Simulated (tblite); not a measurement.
ketene (C₂H₂O), singlet, at a GFN2-xTB geometry; IPEA1-xTB (tblite).

tblite was given this input:
```
$ tblite run mol.xyz --method ipea1 --charge 0 --spin 0 --json tblite.json --no-restart

# file mol.xyz
5

C     -0.01148162     0.02136311    -1.19190098
C      0.00092956    -0.00172957     0.09649676
H      0.00249612     0.94826436    -1.73006124
H     -0.03614064    -0.88566416    -1.76255958
O      0.01211961    -0.02255018     1.25813077
```

Problem. Write the output that tblite gives for this input, abridged.

Solution. 
```
xTB calculator
 | screened Coulomb repulsion
 | Coulomb electrostatics
 |  * isotropic Klopman-Ohno-Mataga-Nishimoto electrostatics
 |  * onsite third-order electrostatics
 | DFT-D3(BJ) dispersion correction

halogen bonding energy    0.0000000000000E+00 Eh
repulsion energy          2.0382516592759E-01 Eh
dispersion energy        -8.3130377983181E-04 Eh
number of electrons       1.6000000000000E+01 e
integral cutoff           4.0000000000000E+01 bohr

------------------------------------------------------------
  cycle        total energy    energy error   density error
------------------------------------------------------------
      1     -10.36256029319  -1.0565554E+01   6.0264420E-01
      2     -10.37116559629  -8.6053031E-03   4.1707797E-01
      3     -10.48573558236  -1.1456999E-01   2.9605452E-01
      4     -10.58639495358  -1.0065937E-01   2.4442822E-02
      5     -10.58760471112  -1.2097575E-03   8.3337737E-03
      6     -10.58770533753  -1.0062640E-04   2.6605787E-03
      7     -10.58772537709  -2.0039568E-05   1.1636832E-03
      8     -10.58772752978  -2.1526879E-06   2.8348391E-05
      9     -10.58772753227  -2.4894646E-09   4.4503781E-06
------------------------------------------------------------

electronic energy        -1.0790721394419E+01 Eh
total energy             -1.0587727532271E+01 Eh

Post processing:
 | Mayer-Wiberg bond orders

[Info] JSON dump of results written to 'tblite.json'
```
